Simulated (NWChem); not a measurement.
Species: CH7Si2, doublet; SMILES [CH]([SiH3])[SiH3]

Program: NWChem. Pople sets run with spherical d functions. Spin-unrestricted. In the optimisation the excess spin sits in b (C2, its own frame). No stability test was run on the SCF state. Level PBE/6-31G*: optimisations from one semi-empirical or force-field start; each run changes one setting, and all end within 0.3 mHa of each other.

```csv
setting,optimisation steps
"redundant internal coordinates, default thresholds",7
Cartesian coordinates,7
loose thresholds,2
tight thresholds,20
```
